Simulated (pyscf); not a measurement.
Single points on ωB97X-D3(BJ)/def2-SVP structures (PySCF, gas phase).

SMILES: [OH][AlH][O][Al]([OH])[OH]
```xyz
10

O     -1.6711     1.2056     2.6137
Al    -1.2735    -0.2341     1.8015
O     -0.1715    -0.2593     0.5152
Al     1.1678    -0.5293    -0.4753
O      2.6653    -0.8713     0.2494
O      1.0911    -0.4594    -2.1720
H     -1.3189     2.0830     2.4550
H     -2.0081    -1.5367     2.2783
H      3.4651    -1.0354    -0.2541
H      0.3019    -0.2774    -2.6846
```
Charge 0, spin multiplicity 1.

Task: What is the homolytic dissociation enthalpy (298 K, ωB97M-D3(BJ)/def2-TZVP) of the Al–O bond of HO–AlH–O–Al(OH)–OH, to •O–AlH–OH + [HO–Al–OH]•?

Result: Al–O to •O–AlH–OH + [HO–Al–OH]•: 138.1 kcal/mol. The 7 functionals that were run give +129.7 (PBE) to +138.1 kcal/mol (ωB97M-D3(BJ)). The radicals are drawn with the spin at the cut bond; how far it spreads was not checked. •O–AlH–OH lies 33.8 kcal/mol over its isomer [HO–Al–OH]•, and others may lie lower still (electronic energy, ωB97M-D3(BJ)). Other isomers of [HO–Al–OH]• were not searched in full and may lie lower.
